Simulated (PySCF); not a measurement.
ditellurium (Te$_{2}$), triplet, geometry from GFN2-xTB (core potentials on Te).

The PySCF input:
```python
from pyscf import gto, scf, dft

mol = gto.M(
    atom='''
Te   -0.00000000   -0.00000000   -1.30099916
Te    0.00000000    0.00000000    1.30099916
''',
    basis='def2-svp',
    ecp={'Te': 'def2-svp'},
    spin=2,
    verbose=4,
)

mf = dft.UKS(mol)
mf.xc = 'camb3lyp'
mf.kernel()
```

Q: Give the total energy at the level CAMB3LYP/def2-SVP in PySCF.

A: -536.0428 Eh

Q: Predict the nuclear repulsion energy from CAMB3LYP/def2-SVP.

A: 117.1431 Eh

Q: Give the Mulliken (on the basis functions themselves) charges in atom order at the level CAMB3LYP/def2-SVP.

A: Te1 0.00, Te2 0.00

Q: What number of basis functions does CAMB3LYP/def2-SVP give?

A: 52

Q: What dipole moment does CAMB3LYP/def2-SVP give?

A: 0.00 D

Q: Give the HOMO energy at the level CAMB3LYP/def2-SVP.

A: -7.49 eV

These values belong to the state on which the SCF converged, which isn't shown to be the lowest.
